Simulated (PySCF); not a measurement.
A structure optimised at B3LYP-D3(BJ)/def2-SVP, used in a PySCF frequency run:

```xyz
9

O      1.4366    -0.0156    -0.3426
C      0.4828    -0.7385     0.3249
C     -0.9055    -0.3213    -0.0185
O     -1.1100     1.0679     0.1342
H      2.3170    -0.2964    -0.0641
H      0.7158    -1.7806     0.5799
H     -1.1501    -0.6387    -1.0627
H     -1.6161    -0.8463     0.6407
H     -0.3430     1.5019    -0.2650
```
Charge 0, spin multiplicity 2.

Write its SMILES and formula.

O[CH]CO, C2H5O2

What are its rotational constants (standard atomic weights)?

17.248, 5.7377, 4.6138 GHz
